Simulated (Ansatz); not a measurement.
# Which is lower?

Two relaxed structures of CH₄SiTe, closed shell (PBE0-D4/def2-TZVP; forces vanish, vibrations not checked).

A:

```
7
angstrom
C -0.8330 -0.0206 -0.2621
Si 0.0990 -1.5825 0.3124
Te 0.3195 0.8733 1.3626
H -0.6133 0.5294 -1.1751
H -1.8778 0.0867 0.0245
H 1.4921 1.4514 0.3424
H 1.3235 -1.2886 -0.5466
```

B:

C1  (-1.371, 0.591, -0.325)
Si2  (0.199, 0.206, 0.194)
Te3  (1.186, -2.041, -0.002)
H4  (-2.023, -0.112, -0.828)
H5  (-1.775, 1.583, -0.157)
H6  (1.086, 1.184, 0.862)
H7  (2.697, -1.410, 0.256)
(Å)

Ansatz 0.2.0; basis: def2-TZVPP; cores frozen in the correlated methods. Filled d shells of the heavier atoms are correlated. Core potentials replace the inner electrons of the atoms past krypton. The def2 sets are not built for correlating such inner shells, so the correlated values are less sure here. B3LYP uses VWN-RPA correlation.

(1) Which structure is lower at CCSD(T), and by how much? (Judge from chemistry; the value comes from the calculation.)

T1 diagnostic: at most 0.013. The restricted Hartree–Fock reference is unstable towards an unrestricted one at one or more of these structures.

Results:

(1) Computed: B, by 0.483 eV (electronic energy, against the other). By their contacts, A is CH₄SiTe ([CH2]1[SiH][TeH]1) and B is CH₄SiTe ([CH2][SiH][TeH]).

All methods give the same order:

| method | E(B) − E(A) (eV) |
| --- | --- |
| PBE-D4 | -0.459 |
| r2SCAN-D4 | -0.586 |
| PBE0-D4 | -0.470 |
| B3LYP-D4 | -0.557 |
| wB97M-V | -0.445 |
| HF | -0.663 |
| MP2 | -0.510 |
| CCSD | -0.496 |
| CCSD(T) | -0.483 |

Labels in which every atom is bracketed show which atoms are joined, not bond orders.

For scale, one of the runs: CCSD(T)/def2-TZVPP, 179 basis functions, launched by `ansatz run in.yaml --threads 2 --pin off --events-out ev --progress --plain --max-ram 4352MiB`. Hardware: 2 CPU threads of an INTEL XEON PLATINUM 8581C, shared host. Wall time 32 s; peak host memory 1.8 GiB.
